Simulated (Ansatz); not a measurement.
SnH4 (SMILES [SnH4]): the energy, rung by rung

SnH4 has 5 atoms, charge 0, and is taken as a singlet. SMILES: `[SnH4]`. The coordinates come from a PBE0-D4/def2-TZVP relaxation.

| atom | x (Å) | y (Å) | z (Å) |
| --- | --- | --- | --- |
| Sn | 0.0000 | 0.0000 | 0.0000 |
| H | 0.8239 | -0.8535 | 1.2229 |
| H | -1.5636 | 0.4034 | 0.5431 |
| H | -0.1168 | -0.9746 | -1.3925 |
| H | 0.8565 | 1.4246 | -0.3736 |

Each level gives the energy change with the Sn1–H4 bond stretched from 1.704 to 4.259 Å (eV). The values are calculated.

| level | kind | program | value (eV) | less FCI/STO-3G | CPU time (all runs) |
| --- | --- | --- | --- | --- | --- |
| HF/STO-3G (restricted) | Hartree–Fock | Ansatz | 9.71 | +5.14 | 1.4 s |
| PBE/STO-3G (restricted) | GGA | Ansatz | 6.60 | +2.03 | 3.3 s |
| r2SCAN/STO-3G (restricted) | meta-GGA | Ansatz | 7.03 | +2.46 | 8.3 s |
| PBE0/STO-3G (restricted) | global hybrid | Ansatz | 7.46 | +2.89 | 2.8 s |
| HSE06/STO-3G (restricted) | range-separated hybrid | Ansatz | 7.40 | +2.83 | 3.6 s |
| wB97X/STO-3G (restricted) | range-separated hybrid | Ansatz | 8.49 | +3.92 | 10 s |
| B2PLYP/STO-3G (restricted) | double hybrid | Ansatz | 6.36 | +1.79 | 3.7 s |
| BCCD(T)/STO-3G (restricted) | coupled cluster or CI | Ansatz | 4.53 | -0.04 | 1 s |
| CCSDT(Q)/STO-3G (restricted) | coupled cluster or CI | Ansatz | 4.57 | 0.00 | 1.3 s |
| FCI/STO-3G | exact in the basis | Ansatz | 4.57 | 0.00 | 2.9 s |

FCI/STO-3G is exact within its basis and frozen core, so for wave-function methods in that basis the difference is their error; functionals converge differently with the basis, so for them it is only a difference. Spin-restricted single references rise too steeply as a bond breaks, Hartree–Fock most of all. Perturbation and coupled-cluster corrections on them can overshoot downwards. All-electron rows without a relativistic Hamiltonian named are non-relativistic. The first shape isn't each level's own minimum. The values span 4.53 to 9.71 eV. All rows use very small basis sets, so even the best lies far from the true value. In the correlated wave-function rows the outer d shell of Sn is correlated, in sets not made for it. Times are those of the runs behind each value, whatever else they computed, on shared processors of several kinds: orders of magnitude only.
